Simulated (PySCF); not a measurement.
**¹⁹F chemical shifts**

[PySCF 2.14.0 with density-fitted response routines: GFN2-xTB geometry; shielding tensors at PBE0/pcSseg-1 (GIAO); one averaged value for each set of equivalent atoms; in vacuum; non-relativistic Hamiltonian; single conformer]

Shieldings were converted by a linear fit to measured shifts: ¹⁹F: δ = 146.13 − 0.903σ +14.6 on sp3 carbon (rms 6.0 ppm, 223 shifts, 7.0 ppm with the 5 outliers that the fit left out vs CFCl3, solution or neat liquid). Occasional misses reach two or three times the rms, and more in compound classes unlike the fitted ones.

**Question.** Give the ¹⁹F shifts of `C=CC(=O)C(F)F`, `C/C(F)=C(\C)C(=O)F`, `C[C@H](C[SiH3])CC(F)(F)F`, `C/C=C(\F)C(=O)F`, `C/C=C(\F)C(=O)F`, `C=C(C=O)[C@H](F)CF`, `C[C@H](C#N)[C@@H](C)C(F)=C(F)F`.

**Answer.** 
| compound | environment | δ (ppm) |
| --- | --- | --- |
| C=CC(=O)C(F)F | fluorine of a CF2 group (×2) | -121.5 |
| [CH3:1]/[C:2]([F:3])=[C:4](\[CH3:5])[C:6](=[O:7])[F:8] | F8: fluorine bonded to C | 18.9 |
| [CH3:1]/[C:2]([F:3])=[C:4](\[CH3:5])[C:6](=[O:7])[F:8] | F3: vinylic fluorine | -50.5 |
| C[C@H](C[SiH3])CC(F)(F)F | fluorine of a CF3 group (×3) | -65.3 |
| [CH3:1]/[CH:2]=[C:3](\[F:4])[C:5](=[O:6])[F:7] | F7: fluorine bonded to C | 6.8 |
| [CH3:1]/[CH:2]=[C:3](\[F:4])[C:5](=[O:6])[F:7] | F4: vinylic fluorine | -131.7 |
| [CH3:1]/[CH:2]=[C:3](\[F:4])[C:5](=[O:6])[F:7] | F7: fluorine bonded to C | 6.8 |
| [CH3:1]/[CH:2]=[C:3](\[F:4])[C:5](=[O:6])[F:7] | F4: vinylic fluorine | -131.7 |
| [CH2:1]=[C:2]([CH:3]=[O:4])[C@H:5]([F:6])[CH2:7][F:8] | F6: fluorine on an sp3 carbon | -203.1 |
| [CH2:1]=[C:2]([CH:3]=[O:4])[C@H:5]([F:6])[CH2:7][F:8] | F8: fluorine on an sp3 carbon | -225.0 |
| [CH3:1][C@H:2]([C:3]#[N:4])[C@@H:5]([CH3:6])[C:7]([F:8])=[C:9]([F:10])[F:11] | F11: vinylic fluorine | -101.8 |
| [CH3:1][C@H:2]([C:3]#[N:4])[C@@H:5]([CH3:6])[C:7]([F:8])=[C:9]([F:10])[F:11] | F10: vinylic fluorine | -120.3 |
| [CH3:1][C@H:2]([C:3]#[N:4])[C@@H:5]([CH3:6])[C:7]([F:8])=[C:9]([F:10])[F:11] | F8: vinylic fluorine | -198.2 |
